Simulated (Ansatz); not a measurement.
A search over several starts for the lowest SCF solution of Na₂Br₂⁻, that is (NaBr)2 ring with one electron more at the given spin, in a small basis.

```yaml
crystal:
  periodic: [false, false, false]
  atoms:
    - {symbol: Na, position_ang: [-0.828019, -0.888590, -1.107407]}
    - {symbol: Br, position_ang: [1.842370, -0.578112, -0.913708]}
    - {symbol: Na, position_ang: [0.827909, 0.890466, 1.105994]}
    - {symbol: Br, position_ang: [-1.842261, 0.576236, 0.915110]}
basis:
  gaussian: {orbitals: def2-SVP}
total_charge: -1
magnetization: {spin_polarized: true, initial_magnetization: 1}
hamiltonian: {xc: pbe0, dispersion: d4}
output: {orbitals: {seedname: orbitals}}
```

```sh
$ ansatz run in.yaml --threads 4 --pin off --events-out ev --progress --plain --max-ram 3916MiB
```

It prints (some lines left out):

```
Functional definition: PBE0
882 factors; integrals over basis functions are off by at most 3.2e-4 eV
mean field evaluation 1: about -148889.1643 eV, gradient 9.3e0 eV
mean field evaluation 2: about -148889.2628 eV, gradient 6.5e0 eV
mean field evaluation 4: about -148889.3183 eV, gradient 5.3e-1 eV
mean field evaluation 8: about -148889.3637 eV, gradient 4.7e-2 eV
mean field evaluation 16: about -148889.3637 eV, gradient 6.4e-5 eV
mean field -148889.36368692 eV, -5471.5831946588 hartree, gradient 6.4e-5 eV, S^2 0.750952; 3 other end points of the search recorded, 0 dependent functions left out
reference -148889.36372168 eV, -5471.5831959362 hartree; 47, 46 occupied and 47, 48 virtual orbitals, 882 factors
Total energy: -148889.45050112 eV, -5471.5863850218 hartree
```

It took 7.5 s on 4 threads of Arm Neoverse V1 on a shared host.

Other converged states that the search met: 0.34 eV higher (⟨S²⟩ = 0.75).

The highest occupied level of the charge -1 doublet lies above zero (up to 0.90 eV). By energy differences its removal costs 0.37 eV (vertical, to the charge 0 singlet, at PBE0-D4/def2-TZVPD).
